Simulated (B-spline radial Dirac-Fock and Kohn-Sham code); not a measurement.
**C³⁺: scattering cross sections and density moments**

System: carbon as C³⁺, [He] 2s1.

Input of the calculation (task.json; shells as n, l, electrons):

```json
{"items": [{
  "Z": 6,
  "q": 3,
  "cfg": [[1, 0, 2], [2, 0, 1]],
  "A": 12,
  "rrms": 2.4702,
  "do": ["scatter"],
  "s": [0.0, 0.04, 0.05, 0.06, 0.08, 0.1, 0.12, 0.15, 0.19, 0.25, 0.31, 0.39, 0.49, 0.62, 0.78, 0.99, 1.25, 1.58, 1.99, 2.51, 3.17, 3.99, 5.04],
  "pz": [0, 0.1, 0.2, 0.3, 0.4, 0.5, 0.6, 0.8, 1.0, 1.2, 1.4, 1.6, 1.8, 2.0, 2.5, 3.0, 4.0, 5.0, 7.0, 10.0, 15.0, 20.0, 30.0, 40.0, 60.0, 100.0],
  "hv_scatter": [1000, 2000, 8047.8, 17479.3, 20000, 50000, 100000, 200000]
}]}
```

Command: `python xray_run.py task.json out`

Model: Dirac-Fock orbitals of the configuration average with a finite nucleus. Program: an atomic code on a B-spline grid.

```
Sum of ⟨r⟩                          : 1.814 bohr
Sum of ⟨r²⟩                         : 2.102 bohr²
Sum of ⟨1/r⟩                        : 12.487 per bohr
Langevin diamagnetic susceptibility : -1.67 × 10⁻⁶ cm³/mol
Lamb shielding (α²/3)Σ⟨1/r⟩         : 221.6 ppm
```

Coherent scattering is the Thomson cross section weighted by f₀², without anomalous dispersion; incoherent scattering is Klein-Nishina weighted by S. The Lamb formula is the non-relativistic shielding expression. Electron correlation is left out.

```tsv
hν (keV)	coherent (b)	incoherent (b)	incoherent per electron (b)
1	5.794	0.06295	0.0210
2	5.298	0.2133	0.0711
8.0478	2.566	0.8639	0.288
17.4793	1.206	1.329	0.443
20	1.006	1.400	0.467
50	0.2269	1.578	0.526
100	0.06251	1.449	0.483
200	0.01611	1.212	0.404
```

Incoherent scattering overtakes coherent scattering between 8.0478 and 17.4793 keV.
